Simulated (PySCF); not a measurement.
Atomic charges by several schemes

C4H12O2SSi2.
Geometry (GFN2-xTB, Å), atoms numbered from 1 in this order:
```
atom  x, y, z in Å
C1     2.8332   -1.0271    0.1846
C2     1.3806   -0.5556    0.2040
C3     0.7135   -0.6227   -1.1649
Si4   -1.0559    0.0750   -1.1753
S5    -1.9373   -0.4572    0.7245
Si6   -3.9290    0.2779    0.5129
C7     1.2455    0.8437    0.7397
O8     0.4468    1.6445    0.3157
O9     2.0664    1.1349    1.7438
H10    3.4286   -0.3980   -0.4742
H11    3.2613   -0.9897    1.1825
H12    2.8825   -2.0506   -0.1789
H13    0.8107   -1.1830    0.9018
H14    1.3120   -0.0635   -1.8841
H15    0.7027   -1.6592   -1.4995
H16   -1.8069   -0.7281   -2.1533
H17   -1.2744    1.4727   -1.5018
H18   -4.5706   -0.4249   -0.5914
H19   -3.8802    1.7095    0.2468
H20   -4.5330   -0.0333    1.7974
H21    1.8945    2.0335    2.0691
```

Density: PBE0/pcSseg-1 (PySCF); schemes: Mulliken, IAO, Hirshfeld and ESP-fitted. The structure is a single GFN2-xTB conformer in the gas phase; no vibrational or solvent corrections.

Problem. Atoms with like bonding are taken together and averaged. Which atoms carry the highest charge in the Mulliken, IAO, Hirshfeld and ESP-fitted schemes?

Solution. The schemes don't all agree: Mulliken Si4 (+0.625); IAO Si4 (+0.704); Hirshfeld Si6 (+0.297); ESP-fitted C7 (+0.582).

Problem. For which atoms does the sign change between the 4 schemes (beyond +0.03 e in one, beyond −0.03 e in another)?

Solution. C2.

Problem. Tabulate the Mulliken, IAO, Hirshfeld and ESP-fitted charges.

Solution. In e; atoms taken as equivalent share a row and are averaged (×n: the atom named and its like, n in all):

| atom | environment | Mulliken | IAO | Hirshfeld | ESP-fitted |
| --- | --- | --- | --- | --- | --- |
| C1 | methyl carbon | -0.182 | -0.416 | -0.118 | -0.598 |
| C2 | sp3 carbon next to a carbonyl | -0.444 | -0.146 | -0.029 | +0.389 |
| C3 | sp3 carbon bound to silicon | -0.450 | -0.530 | -0.157 | -0.377 |
| Si4 | SiH2 silicon | +0.625 | +0.704 | +0.295 | +0.402 |
| S5 | sulfur bonded to 2 Si | -0.586 | -0.461 | -0.192 | -0.437 |
| Si6 | SiH3 silicon | +0.477 | +0.557 | +0.297 | +0.388 |
| C7 | carboxylic acid carbon | +0.564 | +0.536 | +0.224 | +0.582 |
| O8 | acid carbonyl oxygen | -0.433 | -0.462 | -0.225 | -0.516 |
| O9 | acid hydroxyl oxygen | -0.357 | -0.466 | -0.152 | -0.606 |
| H10/H11/H12 | methyl hydrogen | +0.122 | +0.147 | +0.042 | +0.151 |
| H13 | methine hydrogen | +0.190 | +0.167 | +0.045 | +0.019 |
| H14 | methylene hydrogen | +0.142 | +0.150 | +0.041 | +0.111 |
| H15 | methylene hydrogen | +0.153 | +0.155 | +0.046 | +0.110 |
| H16 | Si–H hydrogen | -0.081 | -0.152 | -0.101 | -0.131 |
| H17 | Si–H hydrogen | -0.034 | -0.114 | -0.080 | -0.049 |
| H18/H19/H20 | Si–H hydrogen | -0.066 | -0.114 | -0.071 | -0.065 |
| H21 | acid proton | +0.247 | +0.377 | +0.194 | +0.456 |

Mean size of the charges over all atoms: IAO 0.294 e, ESP-fitted 0.277 e, Mulliken 0.263 e, Hirshfeld 0.121 e. Each set sums to the total charge, 0, to within 0.001 e. The IAO scheme projects the occupied orbitals on a minimal set of polarised atomic orbitals and counts the electrons in each atom's part of it. The Mulliken scheme counts on each atom the diagonal of the density matrix times the overlap matrix over that atom's basis functions.

Some averages cover members that differ in this geometry: H18/H19/H20, ESP-fitted -0.079 to -0.043 e.

Problem. How closely do the schemes follow one another over all atoms?

Solution. Correlation coefficient and root-mean-square difference: IAO with Hirshfeld 0.97, 0.209 e; Mulliken with IAO 0.95, 0.105 e; Mulliken with Hirshfeld 0.92, 0.198 e; IAO with ESP-fitted 0.89, 0.159 e; Hirshfeld with ESP-fitted 0.87, 0.226 e; Mulliken with ESP-fitted 0.77, 0.229 e.

Problem. Sum the charges by element, for elements with more than one atom.

Solution. 
```
element  atoms  Mulliken     IAO  Hirshfeld  ESP-fitted
      C      4    -0.512  -0.556     -0.081      -0.005
     Si      2    +1.102  +1.262     +0.592      +0.789
      O      2    -0.790  -0.928     -0.377      -1.122
      H     12    +0.786  +0.683     +0.057      +0.775
```

These values come from a run that also computed NMR shieldings. Time: 85 s; peak memory 1.1 GiB. Hardware: an Arm Neoverse N1 with one thread, on a shared host.
